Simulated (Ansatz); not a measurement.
Reaction (ligand exchange at a B–Cl bond): `CBCl` + `C[SiH2]N` → `CBN[SiH2]C` + HCl

Calculated with Ansatz (gas phase, PBE0-D4/def2-TZVP geometries, no zero-point term in ΔE). CCSD(T)/CBS adds triple-zeta CCSD(T) − MP2 to the extrapolated MP2 energy (def2 sets, frozen cores). This one scheme is used for every species. Functionals use def2-TZVPP. B3LYP here is the variant with VWN-RPA as its local correlation; programs differ in this. Each species was taken in one conformer, which may not be the lowest.

| species | B3LYP energy (Eh) |
| --- | --- |
| `CBCl` | -525.66304 |
| `C[SiH2]N` | -386.67757 |
| `CBN[SiH2]C` | -451.51531 |
| HCl | -460.83627 |

(1) Work out ΔE.

Largest T1 diagnostic among the species: 0.011.

## Answers

(1) ΔE = (-451.51531) + (-460.83627) − (-525.66304) − (-386.67757) = -0.01097 Eh = -6.9 kcal/mol. CCSD(T)/CBS gives -8.7 kcal/mol.

The D4 term adds −2.1 kcal/mol with B3LYP and −1.3 kcal/mol with PBE0; it sums over pairs of atoms, weighted by their polarisabilities, and B3LYP, whose exchange is more repulsive, gets the larger term. At CCSD(T), def2-SVP lies −1.9 kcal/mol from the extrapolated value and def2-TZVPP −0.5 kcal/mol.
